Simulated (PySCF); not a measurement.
# Radial density of V⁺ (vanadium, charge +1)

BP86, [Ar] 3d3 4s1, 4s spin antiparallel (an excited configuration). Calculation: PySCF 2.14, in aug-cc-pVDZ (7s6p4d2f, 59 functions); no relativity, point nucleus.

```csv
r (bohr),4πr²ρ (e/bohr),4πr²(ρα − ρβ)
0.00118,0.1361,-0.0001
0.00199,0.3709,-0.0002
0.00335,0.9861,-0.0004
0.00563,2.512,-0.0011
0.00947,5.959,-0.0026
0.0159,12.55,-0.0053
0.0268,21.67,-0.0085
0.0450,27.29,-0.0077
0.0758,23.12,0.0009
0.127,21.91,0.0080
0.214,29.68,0.0911
0.361,16.86,0.6117
0.607,9.581,1.6378
1.02,10.35,2.0940
1.72,2.691,0.8750
2.89,0.6021,-0.2125
4.85,0.1010,-0.0851
8.17,0.0008515,-0.0007
13.7,2.614e-05,0.0000
```

With the s spin flipped the determinant is a mixture of two multiplicities, not a spectroscopic state.
